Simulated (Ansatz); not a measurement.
F2H2S2Zr, SMILES `[F][Zr]([F])([SH])[SH]`. Charge 0, multiplicity 1. Zr: def2 effective core potential.

```xyz
7

F    -1.8132   -0.6407   -1.3112
Zr   -0.5751    0.2864   -0.2277
F    -1.0525    2.0684    0.1761
S     1.5362    0.1816   -1.4393
S    -0.2902   -0.8028    1.9331
H     2.1539    0.8671   -0.4561
H     0.0407   -1.9599    1.3251
```

Task: What are the harmonic wavenumbers in cm⁻¹ at PBE0-D4/def2-TZVP (Ansatz, finite differences of forces, unscaled)? (An estimate is asked.)

Result: The calculation gave: 89, 96, 115, 121, 140, 144, 203, 373, 379, 497, 503, 673, 690, 2680, 2681.

Task: Is this a minimum?

Result: Yes, all 15 modes are real.

Task: Give the ideal-gas thermochemistry at 298.15 K and 1 bar (rigid rotor, harmonic oscillator; point group C2, symmetry number 2).

Result: Zero-point energy 56.1 kJ/mol; H(298) − E = 82.1 kJ/mol; entropy 395.5 J/(mol·K), of which translation 174.6, rotation 115.4, vibration 105.5; G(298) − E = -35.8 kJ/mol. Modes under 100 cm⁻¹ are hindered rotations or soft bends, so the harmonic entropy is rough.

Task: And at 400, 500, 600, 800 and 1000 K?

Result: 
```csv
T (K),H − E (kJ/mol),S (J/mol/K),G − E (kJ/mol)
400,94.8,432.0,-78.0
500,107.8,461.0,-122.7
600,121.2,485.5,-170.1
800,148.9,525.2,-271.3
1000,177.4,557.0,-379.6
```

Task: Rotational constants (cm⁻¹)?

Result: 0.06519, 0.04742, 0.04039.
